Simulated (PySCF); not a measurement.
PySCF job for CH₇ClO₂Si₂, SMILES OC[SiH2]O[SiH2]Cl, C-PCM-B3LYP/def2-SVP. Geometry optimised at B3LYP-D3(BJ)/def2-SVP. This is a generated structure with no PubChem entry under its InChIKey; it may be hypothetical. One conformer was computed; it need not be the lowest.

```python
import numpy as np
from pyscf import gto, scf, dft
from pyscf.solvent import pcm

mol = gto.M(
    atom='''
    O    -1.65413520    1.06371283    0.51342199
    C    -2.05367226   -0.24919419    0.11220698
    Si   -0.87563406   -1.48996907    0.92439609
    O     0.68661488   -1.03500869    0.50796359
    Si    1.58847770    0.28532320    0.14355796
    Cl    0.82207366    1.21306975   -1.58128584
    H    -1.18827843    1.47122951   -0.23005097
    H    -3.09795084   -0.42474851    0.43008674
    H    -2.04001823   -0.36913021   -0.98682821
    H    -1.00604913   -1.43731743    2.40637290
    H    -1.08785250   -2.88351166    0.44326464
    H     1.56662222    1.30119193    1.22094498
    H     2.96066021   -0.14932513   -0.19761416
    ''',
    basis='def2-SVP',
    charge=0,
    spin=0,
    max_memory=1600,
    verbose=3,
)
mf = dft.RKS(mol, xc='b3lyp').density_fit(auxbasis='def2-universal-jkfit')
mf.grids.level = 3
mf.conv_tol = 1e-9
mf.max_cycle = 100
mf.kernel()
res = {}
for name, eps in {'water': 78.355, 'dimethylsulfoxide': 46.826, 'methanol': 32.613}.items():
    s = mf.PCM()
    s.with_solvent.method, s.with_solvent.eps, s.with_solvent.lebedev_order = 'C-PCM', eps, 17
    s.kernel(mf.make_rdm1())
    res[name] = (s.e_tot, eps, s.dip_moment(), s.mo_energy, s.converged)
    print(f'{name}: electrostatic solvation free energy {(s.e_tot - mf.e_tot) * 627.509474:.3f} kcal/mol')
```

Program output:

```
converged SCF energy = -1231.64954743908

WARN: PCM is an experimental feature. It is still in testing.
Features and APIs may be changed in the future.

converged SCF energy = -1231.65509578468
Dipole moment(X, Y, Z, Debye): -0.04275, -0.77871, -0.43982
water: electrostatic solvation free energy -3.482 kcal/mol

WARN: PCM is an experimental feature. It is still in testing.
Features and APIs may be changed in the future.

converged SCF energy = -1231.65504291364
Dipole moment(X, Y, Z, Debye): -0.04195, -0.77734, -0.43796
dimethylsulfoxide: electrostatic solvation free energy -3.448 kcal/mol

WARN: PCM is an experimental feature. It is still in testing.
Features and APIs may be changed in the future.

converged SCF energy = -1231.65498575515
Dipole moment(X, Y, Z, Debye): -0.04109, -0.77588, -0.43596
methanol: electrostatic solvation free energy -3.413 kcal/mol
```

The calculation finished and met its thresholds.
